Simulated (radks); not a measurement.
Spherical quantum dot in the effective-mass picture: electrons in a well V = -V0 / (1 + exp((r - R)/a)) with V0 = 41.9, R = 1.58, a = 0.14, all in effective atomic units (hartree* = m*/eps^2 hartree, bohr* = eps/m* bohr), one dielectric constant everywhere. Calculated with a radial shooting solver with Libxc functionals: non-relativistic Kohn-Sham, LDA (Slater exchange, Perdew-Wang correlation), spin-polarised, spherical densities. Levels are named by radial order and angular momentum (1s, 1p, 1d, 2s, ...), and open shells are averaged over m.

N = 14, configuration 1s2 1p6 1d(up 5, down 1). This is the lowest configuration that the search found. Occupied and some empty levels:

| level | occupation | eigenvalue (hartree*) | <r> (bohr*) |
|---|---|---|---|
| 1s up | 1 | -26.755 | 0.8499 |
| 1s down | 1 | -26.600 | 0.8456 |
| 1p up | 3 | -24.977 | 0.9656 |
| 1p down | 3 | -24.802 | 0.9644 |
| 1d up | 5 | -22.531 | 1.047 |
| 1d down | 1 | -22.349 | 1.047 |
| 2s up | 0 | -20.613 | 0.7991 |
| 2s down | 0 | -20.509 | 0.8008 |
| 1f up | 0 | -19.536 | 1.111 |
| 1f down | 0 | -19.355 | 1.112 |
| 2p up | 0 | -16.972 | 0.9127 |
| 2p down | 0 | -16.852 | 0.9128 |

Energy (hartree*): total -423.855, kinetic 58.470, external -559.99, Hartree 90.088, exchange-correlation -12.425.
